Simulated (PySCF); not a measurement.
Polarisability and C₆ of Tl³⁺ (thallium, charge +3)

[Xe] 4f14 5d10, closed-shell 1S. Calculation: PySCF 2.14, in aug-cc-pVQZ-DK3 (10s9p7d4f2g, 118 functions); the spin-free X2C one-electron Hamiltonian (Gaussian nucleus). Coupled (time-dependent) response in atomic units; α is the mean over directions.

```json
{"method": "PBE0", "mean α (bohr³)": "5.077", "C₆ (like pair)": "27.16", "S(−4)": "3.857"}
```

S(−4) is the Cauchy moment in α(ω) = α(0) + S(−4) ω² + …

α(iu) at PBE0:

| u (hartree) | α(iu) (bohr³) |
| --- | --- |
| 0 | 5.077 |
| 0.0500 | 5.067 |
| 0.100 | 5.039 |
| 0.200 | 4.930 |
| 0.300 | 4.764 |
| 0.500 | 4.335 |
| 0.750 | 3.756 |
| 1.00 | 3.227 |
| 1.50 | 2.390 |
| 2.00 | 1.802 |
| 3.00 | 1.091 |
| 5.00 | 0.4972 |

A single London oscillator, α(iu) = α/(1 + u²/ω²), gives C₆ = (3/4) ω α². Matching the computed C₆ needs ω = 4 × 27.16 / (3 × 5.077²) = 1.40 hartree.

For an ion, C₆ is the dispersion term alone; charge-induced terms of lower order in 1/R come first.

Spin-orbit coupling, which splits the p, d and f shells strongly at this Z, is absent.
